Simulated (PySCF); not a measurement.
## Radial density of Li (lithium, neutral)

UHF, [He] 2s1, 2S determinant. Computed with PySCF 2.14 in aug-cc-pVDZ, with the non-relativistic Hamiltonian (point nucleus).

```tsv
r (bohr)	4πr²ρ (e/bohr)	4πr²(ρα − ρβ)
0.00703	0.008106	0.0001
0.0118	0.02253	0.0003
0.0199	0.06104	0.0007
0.0334	0.1587	0.0019
0.0562	0.3928	0.0047
0.0946	0.8853	0.0106
0.159	1.723	0.0201
0.268	2.624	0.0285
0.450	2.708	0.0220
0.757	1.502	0.0012
1.27	0.3473	0.0370
2.14	0.2113	0.1986
3.60	0.2584	0.2583
6.06	0.07695	0.0770
10.2	0.002705	0.0027
```
